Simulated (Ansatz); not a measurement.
Consider the redistribution: `F[SiH](Cl)S[SiH2]Cl` + `C[Se][Al]([F])[Cl]` → `Cl[SiH2]S[SiH](Cl)Cl` + `C[Se][Al]([F])[F]`.

Computed with Ansatz on PBE0-D4/def2-TZVP structures; ΔE is electronic, products minus reactants. CCSD(T)/CBS adds triple-zeta CCSD(T) − MP2 to the extrapolated MP2 energy (def2 sets, frozen cores). Functionals use def2-TZVPP. For Se outer-core shells are correlated without core-valence functions, which leaves a few kJ/mol of doubt a bond. Scalar relativity is left out up to krypton. One conformer a species, not always the lowest.

Problem. Is it downhill or uphill in electronic energy at CCSD(T)/CBS, and by how much? (Estimate.)

Solution. Ansatz gave: Uphill: ΔE = +23.6 kJ/mol.

Problem. What do these levels give: r2SCAN-D4, PBE0-D4, ωB97M-V, PBE0, HF/def2-TZVPP, MP2/def2-TZVPP, CCSD/def2-TZVPP, CCSD(T)/def2-TZVPP, HF/def2-QZVPP, MP2/def2-QZVPP, MP2/CBS(def2), CCSD/CBS(def2)? (Estimate.)

Solution. Computed: r2SCAN-D4 26.8, PBE0-D4 22.8, ωB97M-V 25.7, PBE0 24.6, HF/def2-TZVPP 38.9, MP2/def2-TZVPP 22.1, CCSD/def2-TZVPP 27.7, CCSD(T)/def2-TZVPP 26.0, HF/def2-QZVPP 38.2, MP2/def2-QZVPP 20.5, MP2/CBS(def2) 19.7, CCSD/CBS(def2) 25.3 kJ/mol.

Largest T1 diagnostic among the species: 0.011.

From PBE to PBE0 (25 % exact exchange), in def2-TZVPP and without D4, ΔE moves by +3.3 kJ/mol. In def2-TZVPP, CCSD(T) changes the Hartree–Fock value by −12.9 kJ/mol (the triples alone add −1.7 kJ/mol) and MP2 by −16.8 kJ/mol. The D4 term adds −3.4 kJ/mol with B3LYP and −1.8 kJ/mol with PBE0; it sums over pairs of atoms, weighted by their polarisabilities, and B3LYP, whose exchange is more repulsive, gets the larger term.

B3LYP here is the variant with VWN-RPA as its local correlation; programs differ in this.
